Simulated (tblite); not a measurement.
Species: C10H8ClN.
Geometry (GFN2-xTB, Å), atoms numbered from 1 in this order:
```xyz
20
C10H8ClN angstrom
C      3.4261   -0.5314   -0.6202
C      2.1305   -0.8183   -0.5089
C      1.1073    0.1179   -0.1298
C      1.2329    1.4711    0.1878
C     -0.0295    1.9624    0.4902
Cl    -0.4279    3.5686    0.9454
C     -0.9445    0.9171    0.3618
C     -2.3327    0.8281    0.5378
C     -2.9612   -0.3651    0.3321
C     -2.1995   -1.4919   -0.0554
C     -0.8558   -1.3941   -0.2231
N     -0.2171   -0.2090   -0.0213
H      3.8126    0.4532   -0.4277
H      4.1416   -1.2803   -0.9094
H      1.8025   -1.8283   -0.7157
H      2.1446    2.0328    0.1965
H     -2.8681    1.7157    0.8342
H     -4.0271   -0.4611    0.4602
H     -2.6870   -2.4391   -0.2198
H     -0.2527   -2.2379   -0.5177
```

Calculated harmonic vibrations of the isolated species, GFN2-xTB (tblite), most abundant isotopes, no scaling. The method is semi-empirical: single wavenumbers can be off by several per cent or more. One conformer, not necessarily the lowest.

Harmonic wavenumbers (cm⁻¹): 63.6, 119.5, 134.1, 152.5, 186.6, 201.9, 327.2, 363.4, 386.3, 408.3, 524.8, 526.6, 549.8, 560.6, 574.7, 659.2, 685.5, 743.2, 758.1, 782.2, 814.4, 845.1, 861.3, 888.4, 906.7, 938.3, 990.9, 1024.1, 1042.4, 1068.6, 1129.4, 1148.7, 1169.5, 1219.3, 1286.5, 1317.6, 1338.3, 1372.4, 1403.9, 1411.6, 1447.1, 1475.1, 1507.0, 1537.2, 1617.0, 1655.3, 3060.8, 3101.2, 3104.3, 3112.3, 3118.4, 3122.6, 3148.8, 3185.9.

A = 955.1, B = 844.6, C = 448.2 MHz; mass 177.035 u (most abundant isotopes); point group Cs, symmetry number 1.

Q: What is the zero-point energy?

A: ½Σν̃ = 32539 cm⁻¹ = 93.03 kcal/mol.

Q: What is S at 350 K and 1 bar for an ideal gas of classical rigid rotors and harmonic oscillators?

A: Translation 42.24, rotation 31.64, vibration 33.42: S = 107.3 cal/(mol K).

Q: And Cp and H(350 K) − H(0)?

A: Cp = 48.11 cal/(mol K), of which vibrations give 40.16 (their classical limit is 54 R = 107.3); H(350 K) − H(0) = 9.37 kcal/mol without the zero-point energy, 6.59 from vibrations.

Q: How do the functions run with temperature in this model?

A: 
```json
{"T (K)": "150", "S (cal/(mol K))": "78.6", "Cp (cal/(mol K))": "23.3", "H − H(0) (kcal/mol)": "2.23", "G − H(0) (kcal/mol)": "-9.55", "ln q(vib)": "2.25"}
{"T (K)": "250", "S (cal/(mol K))": "93.3", "Cp (cal/(mol K))": "35.7", "H − H(0) (kcal/mol)": "5.17", "G − H(0) (kcal/mol)": "-18.15", "ln q(vib)": "4.70"}
{"T (K)": "298.15", "S (cal/(mol K))": "100.1", "Cp (cal/(mol K))": "41.8", "H − H(0) (kcal/mol)": "7.04", "G − H(0) (kcal/mol)": "-22.81", "ln q(vib)": "5.96"}
{"T (K)": "400", "S (cal/(mol K))": "114.1", "Cp (cal/(mol K))": "53.7", "H − H(0) (kcal/mol)": "11.92", "G − H(0) (kcal/mol)": "-33.72", "ln q(vib)": "8.71"}
{"T (K)": "600", "S (cal/(mol K))": "139.5", "Cp (cal/(mol K))": "71.2", "H − H(0) (kcal/mol)": "24.54", "G − H(0) (kcal/mol)": "-59.13", "ln q(vib)": "14.26"}
{"T (K)": "900", "S (cal/(mol K))": "171.5", "Cp (cal/(mol K))": "86.5", "H − H(0) (kcal/mol)": "48.43", "G − H(0) (kcal/mol)": "-105.95", "ln q(vib)": "22.28"}
```

q(vib) and H(0) count from the zero-point level.

Q: Blend soft modes into free rotors: weight 1/[1 + (100 cm⁻¹/ν̃)⁴] for the oscillator and the rest for a rotor with moment μB/(μ + B), μ = h/(8π²ν), B = 10⁻⁴⁴ kg m². What vibrational entropy results?

A: 32.03 cal/(mol K) in place of 33.42, which changes −T·S at 350 K by +0.49 kcal/mol.

Q: Which modes carry the vibrational entropy at 350 K?

A: 63.6 cm⁻¹: 4.66; 119.5 cm⁻¹: 3.42; 134.1 cm⁻¹: 3.20; 152.5 cm⁻¹: 2.95; 186.6 cm⁻¹: 2.56; 201.9 cm⁻¹: 2.41 cal/(mol K); the other 48 give 14.23 together.

Q: What must be added to the electronic energy to get the Gibbs energy at 350 K and 1 bar?

A: ZPE + [H(350 K) − H(0)] − T·S = 93.03 + 9.37 − 37.56 = 64.84 kcal/mol.

Hindered rotation and anharmonicity are outside this model. Other conformers, if any are populated, would add a mixing term that is left out.

Time: 1.1 s. Hardware: an Arm Neoverse V1 with one thread, on a shared host. The figure is for the frequency step alone.
